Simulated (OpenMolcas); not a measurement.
Tb IV.

| Property | Result |
| --- | --- |
| Program | OpenMolcas 26.06 |
| Method | CASSCF |
| Basis | ANO-R1 [7s5p3d2f] |
| Scalar Hamiltonian | X2C, finite nucleus |
| Active space | 8 electrons in 7 orbitals (4f) |
| State averaging | 2S+1 = 7 even, 7 roots; 2S+1 = 5 even, 140 roots (105 in the spin-orbit step); 2S+1 = 3 even, 259 roots kept (CI in the orbitals of an earlier block, 141 in the spin-orbit step); 2S+1 = 1 even, 121 roots kept (CI in the orbitals of an earlier block, 47 in the spin-orbit step) |
| Spin-orbit coupling | RASSI with atomic mean-field integrals over the reference wave functions, term energies averaged over their components |

Levels without dynamic correlation, in cm-1 above 4f8 7F6:

```csv
Level,E
4f8 5G6(1) [72 %],31352
4f8 5D4(1),23517
4f8 5L10,30316
```

On this reference, MS-CASPT2, IPEA 0.25 Eh, imaginary shift 0.1 Eh (closed shells correlated: 5s 5p) puts 4f8 5G6(1) [72 %] at 29920 cm-1.

**Question.** Estimate the other levels at that method by one scale factor, and say how well it serves.

**Answer.** The factor is 29920 / 31352 = 0.954. Scaled values beside those that MS-CASPT2 gives:
```tsv
Level	Scaled	MS-CASPT2	Miss (%)
4f8 5D4(1)	22435	22150	+1.3
4f8 5L10	28921	29570	-2.2
```
For these levels the scaled values miss MS-CASPT2 by up to 2.2 %, so one factor serves here. This holds within one configuration; levels of others move differently, and the target method has errors of its own against measurement.

CASPT2 breaks the degeneracy within a term, and the mean is taken; among the terms shown or strongly mixed into the levels shown the widest spread is 96 cm-1 (4f8 5H(1), MS-CASPT2). High states are left out of the spin-orbit mixing, which shifts the levels that they would mix with. The basis is small and was not contracted for so high a charge. Without dynamic correlation excited terms often stand tens of per cent too high (terms of higher spin than the ground term too low), and those without a measured partner can miss by more than the paired ones (holds for CASSCF). Blocks of more than 70 roots (2S+1 = 5 even, 3 even) ran without multistate coupling (holds for MS-CASPT2). Levels of configurations outside the active space are missing.

A share in square brackets marks a mixed level and gives the weight of the term that names it, the lowest over the columns. A number in round brackets counts repeated terms of one configuration in the order of the reference energies.
